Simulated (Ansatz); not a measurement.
The molecule ScS, multiplicity 2 (the spin of the measured ground state). No spin–orbit coupling. Sc is treated without relativity.

D_e counts from the fitted minimum to each atom's lowest state at the same level, without counterpoise.

Run with Ansatz (Gaussian orbitals). Values without a source in brackets are computed.

**Question.** Estimate the bond energy D_e that B3LYP/def2-TZVPP returns for this input.

**Answer.** 470 kJ/mol

Ansatz is a program for electronic structure.
